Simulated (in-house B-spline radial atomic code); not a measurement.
Configurations of F V (F4+), with energies counted from [He] 2s2 2p1. Level of theory: scalar-relativistic (X2C) revTPSS, spin-polarised, spherical fractional occupations, Fermi nucleus of rms radius 2.8976 fm; calculated with a radial B-spline atomic code at the basis-set limit. Shells without spins written out take the highest spin.

| configuration | E - E(ref) (eV) | highest orbital | its <r> (bohr) |
| --- | --- | --- | --- |
| [He] 2s(1 up, 0 down) 2p(2 up, 0 down) | 9.9451 | 2p up | 0.7707 |
| [He] 2s2 3s1 | 64.767 | 3s up | 2.107 |
| [He] 2s1 2p1 3p1 | 80.853 | 3p up | 2.123 |
| [He] 2s(1 up, 0 down) 2p(1 up, 0 down) 3d(1 up, 0 down) | 85.385 | 3d up | 1.917 |

(1) Order these further configurations by energy, lowest first.
A. [He] 2s(1 up, 0 down) 2p(0 up, 1 down) 3p(1 up, 0 down)
B. [He] 2s1 2p1 3s1
C. [He] 2s2 3p1
D. [He] 2s2 3d(1 up, 0 down)

Results:

(1) C (69.595 eV), D (74.361 eV), B (76.064 eV), A (86.66 eV).
